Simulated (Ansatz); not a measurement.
Total energies of F2H3NbO3 (`[OH][Nb]([OH])([OH])([F])[F]`).

Z-matrix (Å, degrees):
```
Nb
O 1 1.877
O 1 1.912 2 84.4
F 1 1.862 2 93.6 3 126.2
O 1 1.874 2 97.0 3 -117.2
F 1 1.891 2 166.2 3 25.4
H 1 2.473 2 105.1 3 1.8
H 2 0.957 1 142.0 3 -10.1
H 5 0.960 1 127.4 2 8.0
```

Total charge 0; spin multiplicity 1. Correlated methods include outer-core shells of Nb, which these sets cover unevenly. Nb: def2 effective core potential. Geometry: relaxed with PBE0-D4/def2-TZVP. It is one conformer, not always the lowest. Basis def2-TZVPP, the Gaussian-basis code of Ansatz.

RPA on PBE orbitals: Hartree–Fock energy of these orbitals -481.92579 Eh, correlation -2.51288 Eh (frozen core).

```
             functional  energy without D4 (Eh)  D4 term (kJ/mol)
            LDA (SPW92)              -481.66667                 –
                 revPBE              -484.54517             -47.8
                   BLYP              -484.58017             -36.1
                 r2SCAN              -484.49077              -4.1
                 B97M-V              -484.50629                 –
                   PBE0              -484.18574             -14.1
                  B3LYP              -484.65583             -26.7
                r2SCANh              -484.43747              -4.4
                r2SCAN0              -484.36038              -4.8
HSE06 (plane-wave form)              -484.16699             -13.2
                  BHLYP              -484.32493             -20.7
                LC-ωPBE              -484.40594                 –
                ωB97X-V              -484.44492                 –
                 B2PLYP              -484.30531                 –
```

Problem. Give the same for PBE, CAM-B3LYP, ωB97M-V, PBE-QIDH. (Estimate.)

Solution. Ansatz gave: 
```json
{"functional": "PBE", "energy without D4 (Eh)": "-484.24599", "D4 term (kJ/mol)": "-16.7"}
{"functional": "CAM-B3LYP", "energy without D4 (Eh)": "-484.47990", "D4 term (kJ/mol)": "-14.3"}
{"functional": "ωB97M-V", "energy without D4 (Eh)": "-484.42656", "D4 term (kJ/mol)": "–"}
{"functional": "PBE-QIDH", "energy without D4 (Eh)": "-484.07122", "D4 term (kJ/mol)": "–"}
```

B3LYP takes the VWN-RPA correlation (the form of Gaussian; ORCA's B3LYP/G). HSE06 is the plane-wave form, built on full-range PBE exchange. The double hybrids freeze the cores in their second-order part.

LC-ωPBE has ω = 0.4 bohr⁻¹.
